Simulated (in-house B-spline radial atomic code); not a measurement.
**Binding energies in Mo**

NIST's tabulated ground configuration is [Kr] 4d5 5s1; each binding energy is the energy of the ion with one electron taken from that subshell, relaxed, less that of the parent. Computed with a radial B-spline atomic code at the basis-set limit: Dirac-Kohn-Sham PBE0, spherical fractional occupations, Fermi nucleus of rms radius 4.4091 fm. Energies include first-order Breit, QED and recoil terms.

Caution: exact exchange at fractional occupations of open shells leaves self-interaction of up to several eV.

```json
{"subshell": "1s", "X-ray name": "K", "binding energy (eV)": "20076.5", "-ε (eV)": "19890.5", "relaxation (eV)": "-233.8"}
{"subshell": "2s", "X-ray name": "L1", "binding energy (eV)": "2858.7", "-ε (eV)": "2828.5", "relaxation (eV)": "-35.2"}
{"subshell": "2p1/2", "X-ray name": "L2", "binding energy (eV)": "2639.7", "-ε (eV)": "2599.8", "relaxation (eV)": "-44.7"}
{"subshell": "2p3/2", "X-ray name": "L3", "binding energy (eV)": "2537.6", "-ε (eV)": "2493.1", "relaxation (eV)": "-47.9"}
{"subshell": "3s", "X-ray name": "M1", "binding energy (eV)": "500.9", "-ε (eV)": "490.6", "relaxation (eV)": "-11.1"}
{"subshell": "3p1/2", "X-ray name": "M2", "binding energy (eV)": "413.7", "-ε (eV)": "403.2", "relaxation (eV)": "-11.2"}
{"subshell": "3p3/2", "X-ray name": "M3", "binding energy (eV)": "397.6", "-ε (eV)": "385.4", "relaxation (eV)": "-12.5"}
{"subshell": "3d3/2", "X-ray name": "M4", "binding energy (eV)": "244.4", "-ε (eV)": "231.1", "relaxation (eV)": "-13.3"}
{"subshell": "3d5/2", "X-ray name": "M5", "binding energy (eV)": "241.7", "-ε (eV)": "227.8", "relaxation (eV)": "-13.9"}
{"subshell": "4s", "X-ray name": "N1", "binding energy (eV)": "73.63", "-ε (eV)": "69.09", "relaxation (eV)": "-4.65"}
{"subshell": "4p1/2", "X-ray name": "N2", "binding energy (eV)": "47.92", "-ε (eV)": "43.56", "relaxation (eV)": "-4.43"}
{"subshell": "4p3/2", "X-ray name": "N3", "binding energy (eV)": "45.93", "-ε (eV)": "41.03", "relaxation (eV)": "-4.94"}
{"subshell": "4d", "X-ray name": "N4,5", "binding energy (eV)": "8.09", "-ε (eV)": "3.91", "relaxation (eV)": "-4.17"}
{"subshell": "5s", "X-ray name": "O1", "binding energy (eV)": "6.41", "-ε (eV)": "4.03", "relaxation (eV)": "-2.38"}
```

Relaxation = -ε minus the binding energy without Breit, QED and recoil terms. With a density functional, K lines can miss by some tenths of a per cent, more in light atoms. For a density functional the relaxation so defined is negative, because -ε of a Kohn-Sham level is smaller than the binding energy.

Emission lines follow as differences of binding energies, with λ = 12398.42 eV·Å / E:

| line | holes | energy (eV) | wavelength (Å) |
| --- | --- | --- | --- |
| K-L3 | 1s → 2p3/2 | 17538.9 | 0.70691 |
| K-L2 | 1s → 2p1/2 | 17436.8 | 0.71105 |
| K-M3 | 1s → 3p3/2 | 19678.9 | 0.63004 |
| L3-M5 | 2p3/2 → 3d5/2 | 2295.9 | 5.4002 |
| L2-M4 | 2p1/2 → 3d3/2 | 2395.3 | 5.1761 |
| L1-M3 | 2s → 3p3/2 | 2461.1 | 5.0378 |
| L3-M1 | 2p3/2 → 3s | 2036.7 | 6.0875 |

Q: What screening constant σ does Moseley's law, E = (3/4)·13.6057 eV·(Z - σ)², need for K-L3?

A: σ = 0.54.

Moseley's non-relativistic formula needs a falling, then negative, screening constant for heavy elements, because relativity binds the 1s electron more strongly than the formula allows.

Q: What does it cost to remove both a 2s and a 2p3/2 electron?

A: 5492.9 eV, which is 96.63 eV more than the two single binding energies together.

Q: What does it cost to remove two 3p3/2 electrons?

A: 822.46 eV, which is 27.31 eV more than the two single binding energies together.

Q: What does it cost to remove both a 1s and a 4p3/2 electron?

A: 20138 eV, which is 15.83 eV more than the two single binding energies together.
